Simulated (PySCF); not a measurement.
Species: BF₃.
Numbering: `[F:1][B:2]([F:3])[F:4]`

Level of theory: PBE0-D3(BJ)/def2-SVP geometry optimisation, gas phase in PySCF.

List the bond lengths and angles at this level.

```csv
bond,length (Å),order
"F1–B2, B2–F3, B2–F4",1.310,single
```

Bonds in one row agree within 0.01 Å and their mean is given. Orders are formal, as drawn. A selection of angles:
```csv
angle,degrees
F1–B2–F3,120.2
```

The 4 heavy atoms lie in one plane (0.000 Å rms). B2 (three-coordinate boron) is planar (angles 120.2°, 119.9° and 119.9°, sum 360.0°, 0.00 Å off the plane of its three neighbours). All 3 B–F bonds measure 1.309 to 1.310 Å.

Point group: D3h (every atom within 0.08 Å of its image). PBE0-D3(BJ)/def2-SVP frequencies: not computed here.

The run took 9.1 s wall on one thread, Arm Neoverse V1 (aarch64), shared host with 32 logical CPUs at a one-minute load of 16, and the process peaked at 0.28 GiB of memory. That covers the optimisation of the geometry.
